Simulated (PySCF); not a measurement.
**Electron correlation in Cr (chromium, neutral)**

[Ar] 3d5 4s1, high-spin 7S determinant. Computed with PySCF 2.14 in aug-cc-pVDZ, with the non-relativistic Hamiltonian (point nucleus). Frozen: [Ar]; 6 electrons correlated.

```json
{"level": "CCSD", "correlation energy (mhartree)": "-89.25"}
{"level": "(T)", "correlation energy (mhartree)": "-1.98"}
{"level": "CCSD(T)", "correlation energy (mhartree)": "-91.23"}
```

Diagnostics: T1 = 0.021, D1 = 0.0341, largest double amplitude 0.028.

Q: Is a single reference adequate?

A: Yes: T1 lies below 0.03 and no double amplitude reaches 0.07.
